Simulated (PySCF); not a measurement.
## Working out the ionisation energy of Xe+

Xe+ [Kr] 4d10 5s2 5p5 (2P) → Xe(2+) [Kr] 4d10 5s2 5p4 (3P). Computed with PySCF 2.14 in aug-cc-pVQZ-PP with ECP28MDF, with a scalar-relativistic core potential. Frozen: 4s2 4p6 4d10. Energies in hartree (1 hartree = 27.21139 eV):

```
            part  Xe+ (lower)  Xe(2+) (upper)
             UHF  -327.878410     -327.140928
CCSD correlation    -0.153802       -0.120618
             (T)    -0.004916       -0.003444
```

Q: What does Hartree-Fock give?

A: (-327.140928) − (-327.878410) = 0.737482 hartree = 20.068 eV.

Q: What do CCSD and CCSD(T) give?

A: The CCSD correlation energies differ by 0.033184 hartree = 0.903 eV and the triples by 0.001472 hartree = 0.040 eV, so CCSD gives 20.971 eV and CCSD(T) 21.011 eV.

Reference: 20.975 eV (semi-empirical (NIST evaluation); NIST Atomic Spectra Database, ionization energies), between the lowest levels; spin-orbit coupling is absent from the calculation.

What remains against the reference includes basis incompleteness, the frozen core and higher excitations.
